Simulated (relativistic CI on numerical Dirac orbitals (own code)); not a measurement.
Calculated levels, In48+

Computed by Dirac equation for one electron, model QED (radiative potential, 1s self-energy scaled to tabulated hydrogen-like ionisation energies) (own radial code, finite nucleus).

CI space: 1s, 2s, 2p, 3s, 3p, 3d, 4s, 4p, 4d, 4f, 5s, 5p, 5d, 5f, 5g, 6s, 6p, 6d. Levels of other configurations are missing.

The lowest level is 1s ²S1/2, with 100 % of that term; Hund's rules for 1s give ²S with J = 1/2, in agreement.

| No. | Configuration | Term | J | E (10³ cm⁻¹) | % | Landé g |
| --- | --- | --- | --- | --- | --- | --- |
| 1 | 1s | ²S | 1/2 | 0 | 100 | 1.914 |
| 2 | 2p | ²P° | 1/2 | 203522 | 100 | 0.644 |
| 3 | 2s | ²S | 1/2 | 203564 | 100 | 1.980 |
| 4 | 2p | ²P° | 3/2 | 205816 | 100 | 1.317 |
| 5 | 3p | ²P° | 1/2 | 241943 | 100 | 0.656 |
| 6 | 3s | ²S | 1/2 | 241955 | 100 | 1.993 |
| 7 | 3d | ²D | 3/2 | 242622 | 100 | 0.792 |
| 8 | 3p | ²P° | 3/2 | 242624 | 100 | 1.326 |
| 9 | 3d | ²D | 5/2 | 242835 | 100 | 1.193 |
| 10 | 4p | ²P° | 1/2 | 255294 | 100 | 0.660 |
| 11 | 4s | ²S | 1/2 | 255300 | 100 | 1.997 |
| 12 | 4d | ²D | 3/2 | 255580 | 100 | 0.795 |
| 13 | 4p | ²P° | 3/2 | 255581 | 100 | 1.330 |
| 14 | 4f | ²F° | 5/2 | 255670 | 100 | 0.853 |
| 15 | 4d | ²D | 5/2 | 255671 | 100 | 1.196 |
| 16 | 4f | ²F° | 7/2 | 255715 | 100 | 1.139 |
| 17 | 5p | ²P° | 1/2 | 261434 | 100 | 0.662 |
| 18 | 5s | ²S | 1/2 | 261437 | 100 | 1.999 |
| 19 | 5d | ²D | 3/2 | 261580 | 100 | 0.797 |
| 20 | 5p | ²P° | 3/2 | 261580 | 100 | 1.331 |
| 21 | 5f | ²F° | 5/2 | 261626 | 100 | 0.854 |
| 22 | 5d | ²D | 5/2 | 261626 | 100 | 1.198 |
| 23 | 5g | ²G | 7/2 | 261649 | 100 | 0.886 |
| 24 | 5f | ²F° | 7/2 | 261649 | 100 | 1.141 |
| 25 | 5g | ²G | 9/2 | 261663 | 100 | 1.109 |
| 26 | 6p | ²P° | 1/2 | 264753 | 100 | 0.663 |
| 27 | 6s | ²S | 1/2 | 264754 | 100 | 2.000 |
| 28 | 6d | ²D | 3/2 | 264837 | 100 | 0.798 |
| 29 | 6p | ²P° | 3/2 | 264837 | 100 | 1.332 |
| 30 | 6d | ²D | 5/2 | 264864 | 100 | 1.199 |

Energies count from the lowest computed level; ° marks odd parity.
